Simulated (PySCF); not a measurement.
**Electron correlation in Sc (scandium, neutral)**

[Ar] 3d1 4s1 4p1, one real determinant (an excited configuration). Computed with PySCF 2.14 in aug-cc-pwCVTZ, with no relativity, point nucleus. Frozen: [Ne]; 11 electrons correlated.

MP2 pair energies summed by pair of shells (mhartree):

```tsv
pair	energy	share (%)
3p-3p	-169.45	55.4
3s-3p	-51.08	16.7
3p-3d	-42.82	14.0
3p-4s	-12.06	3.9
3s-3s	-9.39	3.1
3s-3d	-7.59	2.5
3p-4p	-5.77	1.9
3d-4s	-2.75	0.9
4s-4p	-1.81	0.6
3d-4p	-1.60	0.5
3s-4s	-1.04	0.3
3s-4p	-0.57	0.2
```

Total MP2 correlation energy: -305.93 mhartree.

Same-spin part -82.92 and opposite-spin part -223.02 mhartree; SCS-MP2 scales them by 1/3 and 6/5 to -295.26 mhartree.

The reference is one real determinant that mixes LS terms of this configuration.
